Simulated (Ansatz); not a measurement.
Gas-phase electronic energies from Ansatz, PBE0-D4/def2-TZVP geometries. CCSD(T)/CBS is the MP2 limit (def2-TZVPP, def2-QZVPP) plus CCSD(T) − MP2 in def2-TZVPP, frozen cores. This one scheme is used for every species. Functionals use def2-TZVPP. B3LYP here is the variant with VWN-RPA as its local correlation; programs differ in this. Triplets are unrestricted, without spin–orbit coupling. Each species was taken in one conformer, which may not be the lowest.

`N[SiH2]CS` → `[CH2]` (triplet) + `N[SiH2]S`  (formal loss of a carbene)

`N[SiH2]CS`:

```xyz
11

N     1.481   -0.221   -0.586
Si   -0.226   -0.295   -0.800
C    -1.099   -0.030    0.838
S    -0.527    1.484    1.651
H     2.039    0.307   -1.236
H     1.996   -1.004   -0.219
H    -0.583    0.796   -1.742
H    -0.687   -1.607   -1.344
H    -0.989   -0.892    1.502
H    -2.168    0.098    0.648
H     0.764    1.364    1.288
```

`[CH2]` (triplet):

Z-matrix (Å, degrees):
```
C
H 1 1.079
H 1 1.079 2 134.9
```

`N[SiH2]S`:

Z-matrix (Å, degrees):
```
Si
S 1 2.151
N 1 1.706 2 111.5
H 1 1.484 2 111.6 3 -117.8
H 1 1.485 2 105.8 3 122.4
H 2 1.343 1 94.3 3 -148.1
H 3 1.006 1 122.1 2 53.2
H 3 1.006 1 120.4 2 -98.6
```

| level | ΔE (eV) | difference from CCSD(T)/CBS |
| --- | --- | --- |
| B97M-V | 3.70 | -0.03 |
| PBE0-D4 | 3.71 | -0.02 |
| BHLYP-D4 | 3.52 | -0.21 |
| B2PLYP | 3.61 | -0.12 |
| r2SCAN | 3.46 | -0.27 |
| PBE0 | 3.64 | -0.09 |
| B3LYP | 3.53 | -0.20 |
| r2SCAN0 | 3.41 | -0.32 |
| HF/def2-SVP | 2.16 | -1.57 |
| CCSD(T)/def2-TZVPP | 3.62 | -0.11 |
| CCSD(T)/CBS | 3.73 | 0 |

Largest T1 diagnostic among the species: 0.011.

From PBE to PBE0 (25 % exact exchange), in def2-TZVPP and without D4, ΔE moves by −0.10 eV. In def2-TZVPP, CCSD(T) changes the Hartree–Fock value by +1.51 eV (the triples alone add +0.13 eV) and MP2 by +1.63 eV. Leaving LDA and LC-ωPBE aside and taking each functional with its dispersion term where it has one, the values, not all of them listed here, spread over 0.42 eV, from r2SCAN0-D4 to ωB97X-V. LDA lies +0.79 eV from PBE without D4.

CCSD(T)/CBS has its own doubt, a few kJ/mol and more with outer-core shells, so smaller differences from it don't rank the levels.
